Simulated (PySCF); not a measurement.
CH₃Si, SMILES [Si]C (connectivity only; charge and spin as stated), charge +1, multiplicity 1. The structure is a stationary point at r2SCAN-D4/def2-TZVP. The spin state was assumed, not searched. The isomer is the one that the SMILES or the coordinates give; other isomers of the formula were not compared.

TDA-ωB97X/def2-TZVPD (PySCF) puts the lowest singlet excitations at 3.79, 3.79, 7.56, 7.71, 7.71, 8.53 eV.

Task: What are the lowest excitation roots from PySCF with ADC(2)/aug-cc-pVDZ? (Estimate from the structure and the level; the computed values follow.)

Result: 3.78, 3.78, 7.94, 7.94, 7.96, 8.30 eV. S1 differs by 0.00 eV (second minus first; roots are paired by order, and the bases may differ).
